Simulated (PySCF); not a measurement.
**Ni⁻ (nickel, charge -1) across methods**

[Ar] 3d9 4s2, 2D determinant. Computed with PySCF 2.14 in def2-TZVPPD, with no relativity, point nucleus.

| method | E (hartree) | mean ε 3d β (eV) | mean ε 4s α (eV) | mean ε 4s β (eV) | Σ⟨r²⟩ (bohr²) | ⟨S²⟩ |
| --- | --- | --- | --- | --- | --- | --- |
| UHF | -1506.77885 | -4.767 | 0.146 | 0.272 | 53.43 | 0.754 |
| r2SCANh | -1508.265 | 1.734 | 1.166 | 1.293 | 50.94 | 0.754 |
| PBE0 | -1508.066 | 0.669 | 1.039 | 1.150 | 51.20 | 0.753 |
| PBE | -1508.074 | 2.574 | 1.583 | 1.702 | 50.84 | 0.753 |
| LDA | -1505.660 | 2.426 | 1.449 | 1.570 | 50.26 | 0.753 |
| BP86 | -1508.559 | 2.403 | 1.423 | 1.546 | 50.67 | 0.753 |
| HSE06 | -1508.077 | 1.067 | 1.358 | 1.473 | 51.02 | 0.753 |
| CAM-B3LYP | -1508.401 | -0.732 | 0.107 | 0.221 | 50.74 | 0.752 |
| r2SCAN | -1508.285 | 2.491 | 1.372 | 1.488 | 50.84 | 0.754 |

At UHF the highest occupied level has a positive energy, so only the finite basis holds that electron.

The highest occupied level is positive at UHF, r2SCANh, PBE0, PBE, LDA, BP86, HSE06, CAM-B3LYP, r2SCAN: only the finite basis holds that electron, at UHF too, so the state is unbound at these levels.
